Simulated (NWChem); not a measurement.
System: C3H4F2O; SMILES FC1(F)CCO1

Input file for NWChem:

```
start job
memory heap 200 mb stack 900 mb global 1100 mb
geometry units angstroms noautosym nocenter noautoz
  F     -0.031552    -1.209870     1.083077
  C      0.005377    -0.396329     0.000000
  F     -0.031552    -1.209870    -1.083077
  C      1.087324     0.685242     0.000000
  C     -0.117792     1.647349     0.000000
  O     -1.043452     0.516886     0.000000
  H      1.705735     0.693249     0.898459
  H      1.705735     0.693249    -0.898459
  H     -0.246298     2.258285     0.897547
  H     -0.246298     2.258285    -0.897547
end
basis spherical
  * library pcsseg-1
end
dft
  xc pbe0
  iterations 150
end
property
  shielding 7 1 2 4 5 6 7 9
end
task dft property
```

Coordinates come from a B3LYP/6-31G* (spherical d) optimisation.

GIAO values for the isolated, static molecule; σ is the absolute isotropic shielding, δ = σ(reference) − σ with the isolated reference molecule computed at the same levels (13C: tetramethylsilane, 19F: trichlorofluoromethane, 1H: tetramethylsilane, 17O: water).

Atoms are numbered as in the input.

Question: Predict the main results of this run. (PBE0/pcSseg-1, GIAO.) Quantities: δ F1 (ppm); δ C2 (ppm); δ C4 (ppm); δ C5 (ppm); δ O6 (ppm); δ H7 (ppm); δ H9 (ppm).

Answer: 
| Quantity | Result |
|---|---|
| δ F1 (ppm) | -74.3 |
| δ C2 (ppm) | 132.1 |
| δ C4 (ppm) | 36.9 |
| δ C5 (ppm) | 60.8 |
| δ O6 (ppm) | 139.9 |
| δ H7 (ppm) | 2.90 |
| δ H9 (ppm) | 4.22 |
